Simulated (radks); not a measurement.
Removal energies from the cobalt ion Co11+, [Ne] 3s2 3p4, by Delta-SCF beside the eigenvalue of the level emptied. Calculated with a radial shooting solver on a logarithmic mesh with Libxc functionals: scalar-relativistic Kohn-Sham, LDA (Slater exchange, Perdew-Wang correlation), spin-polarised, spherical densities, finite nucleus; Fermi nuclear charge, rms radius of each element as measured or else 0.836 A^(1/3) + 0.57 fm. Open shells are filled with parallel spins first.

\begin{tabular}{lrrr}
removed from & final configuration & Delta-SCF (eV) & -eigenvalue (eV) \\ \hline
3p & [Ne] 3s2 3p3 & 336.16 & 321.04 \\
3s & [Ne] 3s1 3p4 & 374.30 & 359.26 \\
2p & [He] 2s2 2p5 3s2 3p4 & 1120.0 & 1076.8 \\
2s & [He] 2s1 2p6 3s2 3p4 & 1241.4 & 1203.5 \\
\end{tabular}
